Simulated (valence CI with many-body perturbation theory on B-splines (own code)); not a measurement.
Values are calculated unless marked as measured or tabulated.
Pb11+ in three bases

Method: configuration interaction combined with many-body perturbation theory (CI+MBPT): three valence electrons over a frozen Dirac-Fock core [Xe] 4f14, radial functions for each j: 7 s, 7 p, 8 d, 6 f, 4 g, 1 h, with the one-electron correlation potential Σ1, the two-electron term Σ2, the three-electron term Σ3, Breit, model QED; selected CI, second order for the rest, scaled by the run's own slope (own B-spline code, finite nucleus).

No measured levels were compared; by estimate terms of the open shell hold to 2 to 4 % of their energy, and close levels can change places. The list stops below the first excitations out of the core. Only levels of the ground parity were solved; by the run's estimate the other parity begins above the list, which can be wrong where configurations are misplaced.

The reference run has the lowest level (5d3/2^3) J=3/2 and an ionisation energy of 203.696 eV. Its largest variational space holds 7218 state functions.

Levels are named by their leading jj configuration (3d3/2^4 stands for four electrons in 3d with j = 3/2), which in mixed levels can hold well under half, so a name can repeat and another be missing. Letters in brackets count levels of one name in rising energy.

Changed runs:
A. basis 6 s, 6 p, 5 d, 5 f, 1 g
B. basis 5 s, 5 p, 4 d, 4 f

Excitation energies of the reference run in cm⁻¹, and shifts in cm⁻¹:

```csv
Level,Reference,A,B
(5d3/2^2 5d5/2) J=5/2 [a],20663,-107,-259
(5d3/2^2 5d5/2) J=3/2,30398,+35,+302
(5d3/2^2 5d5/2) J=7/2,31103,-25,+61
(5d3/2^2 5d5/2) J=9/2,34342,+75,+453
(5d3/2^2 5d5/2) J=1/2,35514,+36,+357
(5d3/2^2 5d5/2) J=5/2 [b],54471,+41,+334
(5d3/2 5d5/2^2) J=7/2 [a],54740,+30,+279
(5d3/2 5d5/2^2) J=9/2,58049,-10,+255
(5d3/2 5d5/2^2) J=3/2 [a],64457,+61,+311
(5d3/2 5d5/2^2) J=1/2,67290,+111,+639
(5d3/2 5d5/2^2) J=11/2,70554,+145,+926
(5d3/2 5d5/2^2) J=5/2 [a],74778,+193,+871
Ionisation energy (eV),203.696,-0.039,-0.079
```
